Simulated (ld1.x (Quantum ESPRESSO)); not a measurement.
# fluorine (F): RRKJ pseudisation with PBE, fully relativistic reference atom.

```
Element                 : F (Z = 9)
Generator               : ld1.x (Quantum ESPRESSO) 7.5
Type                    : norm-conserving RRKJ (Kleinman–Bylander form)
Functional              : PBE
Relativity              : fully relativistic
Frozen core             : [He]
Valence charge          : 7
Reference configuration : 2s1.75 2p5.25
Partial waves           : 2s (bound): rc 0.75 bohr; 2p (bound): rc 1.90 bohr; 3d channel at 0.35 Ry: rc 1.55 bohr
Local potential         : the d channel
Core correction         : none
rho0                    : 0.01
```

Open shells are filled in proportion to 2j + 1 (rel_dist='average').

All-electron outer shells of the reference configuration (PBE, scalar-relativistic, ld1.x):

```
shell  level (eV)  outermost node (bohr)  outermost maximum (bohr)
   1s     -663.53                      –                      0.11
   2s      -30.02                   0.24                      0.76
   2p      -11.22                      –                      0.71
```

Q: Estimate the cutoffs (Ry, on a coarse ladder) from which the occupation-weighted sum of valence levels, in a spherical-Bessel basis at the reference potential, stays within 10 and 1 mRy of its value at 400 Ry.

A: 160 Ry and 200 Ry.

Q: What does a ghost test show?

A: No extra level below or beside the all-electron valence levels (s, p1/2, p3/2, d3/2, d5/2, f tested).

Q: Which valence shell sets the plane-wave cutoff?

A: 2s: its level needs 200 Ry to come within 1 mRy, against 40 Ry for 2p.

Q: Tests: 2s2 2p5; 2s2 2p4; 2s2 2p3; 2s2 2p4.5; 2s1 2p6; 2s2 2p2; 2s2 2p5.3. Which has the largest error in its energy relative to the reference configuration, and how large is it?

A: 2s2 2p2, with +4263 meV (all-electron minus pseudo) on +113.71 eV.
